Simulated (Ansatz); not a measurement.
Geometry optimisation, RKS B3LYP/def2-SVP (Ansatz).

Input file:

```yaml
crystal:
  periodic: [false, false, false]
  atoms:
    - { symbol: W, position_ang: [-0.195175, -0.16897, -0.080654] }
    - { symbol: H, position_ang: [-0.000249, 0.315157, 1.551906] }
    - { symbol: F, position_ang: [1.381445, -0.980574, 0.503527] }
    - { symbol: F, position_ang: [-0.944946, 1.51467, -0.270266] }
    - { symbol: F, position_ang: [-1.880373, -0.55873, 0.61657] }
    - { symbol: F, position_ang: [-0.524425, -1.816282, -0.89073] }
    - { symbol: F, position_ang: [0.790504, 0.39791, -1.554794] }
    - { symbol: O, position_ang: [1.847033, 1.857354, 1.143281] }
    - { symbol: H, position_ang: [2.601368, 1.245276, 1.136627] }
    - { symbol: H, position_ang: [1.331318, 1.570389, 1.932933] }
basis:
  gaussian: { orbitals: def2-SVP }
hamiltonian:
  xc: b3lyp
relax:
  f_tol: 0.03
  max_steps: 50
output:
  orbitals: {}
```

Run as:

```bash
$ ansatz run input.yaml --threads 4 --pin off --max-ram 5120MiB --backend cpu --events-out ev --progress --plain --runs-dir out
```

Task: Where does it end, and by what steps?

Result: The run converged. After 15 steps the energy has fallen by 0.573 eV; H9 moved furthest, 1.16 Å. Joined: W1–O8 (3.13 → 2.30 Å).

| step | energy less start (eV) | largest force component (eV/Å) | accepted |
| --- | --- | --- | --- |
| 0 | 0.0000 | 0.579 | yes |
| 1 | -0.0346 | 2.433 | yes |
| 2 | -0.1947 | 1.334 | yes |
| 3 | -0.3258 | 0.999 | yes |
| 4 | -0.3975 | 0.603 | yes |
| 5 | -0.4369 | 0.341 | yes |
| 6 | -0.4567 | 0.549 | yes |
| 7 | -0.4579 | 1.360 | yes |
| 8 | -0.5037 | 0.973 | yes |
| 9 | -0.5347 | 0.407 | yes |
| 10 | -0.5586 | 0.144 | yes |
| 11 | -0.5452 | 1.044 | no |
| 12 | -0.5682 | 0.104 | yes |
| 13 | -0.5705 | 0.140 | yes |
| 14 | -0.5725 | 0.032 | yes |
| 15 | -0.5728 | 0.012 | yes |

```xyz
10
Properties=species:S:1:pos:R:3
W -0.073 -0.051 0.132
H -0.300 0.204 1.793
F 1.283 -1.073 0.950
F -0.824 1.599 -0.287
F -1.867 -0.481 0.465
F -0.268 -1.593 -0.903
F 1.214 0.498 -1.170
O 1.364 1.485 1.065
H 1.943 1.737 0.321
H 1.934 1.051 1.722
```

Whether the end is a true minimum wasn't checked by a vibrational analysis.

Time of the run: 45 s on 4 threads of Arm Neoverse V2, with other jobs on the host, peak memory 0.35 GiB.
